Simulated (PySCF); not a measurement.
Stepwise substitution at one centre (In F-H). All species are isolated molecules in the gas phase. Strings in code marks are SMILES.

The T1 excitation (TDA) from two functionals at the same geometries (CAM-B3LYP-D3(BJ)/def2-TZVP), both in PySCF: PBE-D3(BJ)/def2-TZVP and TPSSh-D3(BJ)/def2-TZVP. Excitations are Tamm–Dancoff values on a coarser integration grid. The basis has no diffuse functions, so Rydberg states are missing or too high.

```json
[
 {"species": "0 of 3 F replaced by H (`[F][In]([F])[F]`)", "PBE-D3(BJ)/def2-TZVP (eV)": "4.59"},
 {"species": "1 of 3 F replaced by H", "PBE-D3(BJ)/def2-TZVP (eV)": "5.10"},
 {"species": "2 of 3 F replaced by H (`[F][InH2]`)", "PBE-D3(BJ)/def2-TZVP (eV)": "4.59"}
]
```

**Question.** What does TPSSh-D3(BJ)/def2-TZVP give for each?

**Answer.** 
- 0 of 3 F replaced by H (`[F][In]([F])[F]`): 5.16
- 1 of 3 F replaced by H: 5.54
- 2 of 3 F replaced by H (`[F][InH2]`): 5.13
Over these rows, drawn at random from the members with no instability flagged (it was tested for open shells, ions and some series alone), PBE minus TPSSh-D3(BJ): mean -0.51 eV, from -0.57 eV to -0.43 eV.
